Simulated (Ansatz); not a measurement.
A structure relaxed at PBE0-D4/def2-TZVP, charge 0, multiplicity 1:

```json
{"atom": "Cl1", "x (Å)": "-1.4262", "y (Å)": "-2.0951", "z (Å)": "-1.6097"}
{"atom": "C2", "x (Å)": "-0.6809", "y (Å)": "-0.7903", "z (Å)": "-0.7404"}
{"atom": "C3", "x (Å)": "0.3068", "y (Å)": "-0.9959", "z (Å)": "0.1524"}
{"atom": "Ge4", "x (Å)": "0.8712", "y (Å)": "0.7456", "z (Å)": "0.9113"}
{"atom": "Al5", "x (Å)": "-0.9203", "y (Å)": "1.1453", "z (Å)": "-0.7036"}
{"atom": "H6", "x (Å)": "0.6984", "y (Å)": "-1.9863", "z (Å)": "0.3846"}
{"atom": "H7", "x (Å)": "0.6716", "y (Å)": "0.7910", "z (Å)": "2.4388"}
{"atom": "H8", "x (Å)": "2.3584", "y (Å)": "1.0333", "z (Å)": "0.6274"}
{"atom": "H9", "x (Å)": "-1.8791", "y (Å)": "2.1524", "z (Å)": "-1.4610"}
```

Question: Give its formula and SMILES.

Answer: C2H4AlClGe, `Cl[C]1=[CH][GeH2][AlH]1`.

Question: Point group (tolerance 0.08 Å, 0.16 Å for H)?

Answer: Cs.

Question: Summarise the bond lengths by kind.

Answer: 1 × C–Cl 1.736 Å; 1 × C–C 1.347 Å; 1 × Al–C 1.951 Å; 1 × C–Ge 1.982 Å; 1 × C–H 1.090 Å; 1 × Al–Ge 2.445 Å; 2 × Ge–H 1.541 Å; 1 × Al–H 1.583 Å.

Computed with Ansatz.
